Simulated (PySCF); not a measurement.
Isomers C6H9OP:

A. `C1=CCC=CP1(C)=O`
B. `CCc1oc(C)cp1`
C. `COc1ccp(C)c1`
D. SMILES COc1c[pH]c(C)c1

Spectrum 1. ¹H NMR (500 MHz, computed): δ 7.10 (m, 1H), 6.89 (m, 1H), 5.10 (m, 1H), 3.87 (s, 3H), 1.32 (m, 3H). ¹³C{¹H} NMR (computed): δ 172.5 (C), 151.0 (CH), 141.7 (CH), 104.4 (CH), 57.4 (CH3), 14.9 (CH3).

Spectrum 2. ¹H NMR (500 MHz, computed): δ 6.83 (m, 2H), 6.58 (m, 2H), 3.04 (m, 1H), 2.57 (m, 1H), 1.33 (m, 3H). ¹³C{¹H} NMR (computed): δ 147.3 (CH), 138.0 (CH), 33.6 (CH2), 21.5 (CH3).

Spectrum 3. ¹H NMR (500 MHz, computed): δ 6.74 (m, 1H), 4.97 (m, 1H), 4.66 (m, 1H), 3.86 (s, 3H), 2.40 (m, 3H). ¹³C{¹H} NMR (computed): δ 173.9 (C), 159.1 (C), 139.8 (CH), 91.6 (CH), 57.1 (CH3), 21.6 (CH3).

Spectrum 4. ¹H NMR (500 MHz, computed): δ 6.68 (m, 1H), 3.03 (m, 2H), 2.54 (s, 3H), 1.30 (t, 3H). ¹³C{¹H} NMR (computed): δ 212.4 (C), 163.4 (C), 127.7 (CH), 31.9 (CH2), 21.9 (CH3), 18.8 (CH3).

PySCF 2.14 calculation with NMR shieldings at PBE0/pcSseg-1/GIAO and GFN2-xTB geometry; one conformer, rapidly exchanging positions averaged, no solvent, no relativistic terms.

δ = σ(ref) − σ, references computed at the same level: TMS for ¹H and ¹³C. Splittings of carbon signals by F and P are missing where no couplings were computed. Where no couplings were computed, multiplicities follow the n + 1 count of equivalent neighbours, and m marks all less simple cases (inequivalent or close neighbours, rings, F or P nearby). Shifts are as computed. Against solution values, carbons near 30 ppm lie about +3 ppm off and those near 130 ppm about +5 ppm. Of 1211 compounds with measured shifts, 218 miss one by over three times the rms of a fit or turn the order of signals round; such compounds aren't used in these exercises.

Question: Which spectrum belongs to which compound?

Answer: 1–C, 2–A, 3–D, 4–B.

- Spectrum 1 (C): 6 ¹³C signals; δC 57.4 is a methyl carbon bonded to O; δH 3.87 is the hydrogen on a methyl carbon bonded to O.
- Spectrum 2 (A): 4 ¹³C signals; δC 147.3 is an alkene CH; δC 138.0 is an alkene CH.
- Spectrum 3 (D): 6 ¹³C signals; δC 57.1 is a methyl carbon bonded to O; δC 21.6 is a methyl carbon on an unsaturated ring.
- Spectrum 4 (B): 6 ¹³C signals; δC 127.7 is an aromatic CH; δC 31.9 is an sp3 CH2 on an aromatic ring.
